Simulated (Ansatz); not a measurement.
Compare A (`C[Si](C)(Cl)C#N`) with its isomer B (`NC1=C(CCl)[SiH2]1`).

Isolated molecules relaxed with PBE0-D4/def2-TZVP in Ansatz; ΔE leaves out vibrations. CCSD(T)/CBS is the MP2 limit (def2-TZVPP, def2-QZVPP) plus CCSD(T) − MP2 in def2-TZVPP, frozen cores. DFT in def2-TZVPP. B3LYP here is the variant with VWN-RPA as its local correlation; programs differ in this. One conformer a species, not always the lowest.

A:

```xyz
12

C    -0.998    0.554    1.220
Si   -0.114   -0.458   -0.051
C     1.617    0.083   -0.412
Cl   -0.129   -2.436    0.497
C    -1.084   -0.362   -1.632
N    -1.678   -0.263   -2.613
H    -0.472    0.504    2.176
H    -2.016    0.189    1.366
H    -1.046    1.599    0.904
H     2.067   -0.546   -1.182
H     2.230    0.017    0.490
H     1.624    1.119   -0.762
```

B:

Z-matrix (Å, degrees):
```
C
Cl 1 1.805
C 1 1.469 2 112.6
H 1 1.091 2 105.7 3 -122.5
H 1 1.090 2 105.8 3 122.6
C 3 1.345 1 138.7 2 -13.9
Si 3 1.797 1 152.8 2 167.9
N 6 1.348 3 138.2 1 -1.4
H 7 1.487 3 122.9 1 -78.2
H 7 1.487 3 122.7 1 75.1
H 8 1.007 6 118.4 3 14.0
H 8 1.003 6 118.7 3 165.6
```

Which isomer does CCSD(T)/CBS put lower? Give the gap. (Estimate.)

Computed: A, by 92.8 kcal/mol.

Give E(B) − E(A) in kcal/mol with PBE0-D4, CCSD/def2-TZVPP, HF/def2-TZVPP, B2PLYP, r2SCAN-D4, CCSD(T)/def2-TZVPP, B3LYP. (An estimate is asked.)

Computed: PBE0-D4 82.5, CCSD/def2-TZVPP 95.6, HF/def2-TZVPP 99.8, B2PLYP 92.8, r2SCAN-D4 86.9, CCSD(T)/def2-TZVPP 94.5, B3LYP 89.0. None reverses the order clearly.

Largest T1 diagnostic: 0.012.

From PBE to PBE0 (25 % exact exchange), in def2-TZVPP and without D4, E(B) − E(A) moves by +1.9 kcal/mol. In def2-TZVPP, CCSD(T) changes the Hartree–Fock value by −5.3 kcal/mol (the triples alone add −1.1 kcal/mol) and MP2 by −4.1 kcal/mol.
